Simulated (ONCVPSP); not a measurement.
# Plane-wave convergence, ONCV potential for carbon (C)

ONCVPSP 4.0.1 input, shortened (lines: element, Z, core and valence counts, functional; n l f; lmax; l rc ep ncon nbas qcut; lloc lpopt rc5 dvloc0; l nproj debl; icmod fcfact rcfact), PBE, scalar-relativistic:

```
  C 6.00    1    1        4      upf
    1    0    2.00
    2    0    1.00
    1
    0    1.00    0.00    4    7    6.40
    1    0.95    0.14    3    8    9.90
    4    5    0.65    0.00
    0    1    1.30
    1    2    3.30
    1    0.55    0.00
```

In the p channel the program set the typed energies aside and used 0.050, 3.350 Ha.

Question: For each optimised wave give the share of its norm inside rc, the residual kinetic energy above qcut (Ha) and the cutoffs (Ha) for errors of 10, 1, 0.1 and 0.01 mHa per electron.

Answer:

| wave | norm inside rc | residual KE | 10 mHa | 1 mHa | 0.1 mHa | 0.01 mHa |
| --- | --- | --- | --- | --- | --- | --- |
| 2s | 0.312 | 1.7e-03 | 15.0 | 22.6 | 83.3 | 111.5 |
| p projector 1 | 0.043 | 3.0e-05 | 20.8 | 33.6 | 43.8 | 106.8 |
| p projector 2 | 0.027 | 1.3e-04 | 26.6 | 39.6 | 50.2 | 109.8 |

The occupied waves need 23 Ha and 83 Ha for 1 and 0.1 mHa.
